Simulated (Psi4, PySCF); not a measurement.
Interaction energy of N2 ··· H3B (SMILES N#N and B). Monomers: optimised at B3LYP-D3(BJ) (def2-TZVP), held rigid. Orientation: lowest of the rigid-body minima from ten starts at GFN2-xTB (searched outside a hard wall at short contacts). R is the distance of the centres of mass, along which the second monomer moves. The shortest distances reach bonding range, where SAPT0 and rigid monomers are unreliable.

Methods: RKS-B3LYP/6-31G* = PySCF with restricted B3LYP/6-31G*, spherical d, no counterpoise correction; SAPT0/jun-cc-pVDZ, frozen core (Psi4); CCSD(T)/aug-cc-pVDZ = DF-CCSD(T)/aug-cc-pVDZ, frozen core, counterpoise-corrected (Psi4).

Interaction energies in kcal/mol:

```
R / Å  RKS-B3LYP/6-31G*  SAPT0/jun-cc-pVDZ
-----  ----------------  -----------------
1.81              42.12              40.89
2.02               7.25              12.05
2.22              -0.46               5.12
2.39              -2.05               2.54
2.70              -2.63              -0.21
3.05              -2.33              -1.33
3.50              -1.47              -1.24
4.21              -0.54              -0.56
5.20              -0.11              -0.17
6.54              -0.03              -0.04
```

### Question
Estimate the CCSD(T)/aug-cc-pVDZ values at these points.

### Answer
1.81: 61.91; 2.02: 20.08; 2.22: 7.37; 2.39: 2.79; 2.70: -0.82; 3.05: -1.81; 3.50: -1.47; 4.21: -0.64; 5.20: -0.19; 6.54: -0.05 (kcal/mol).
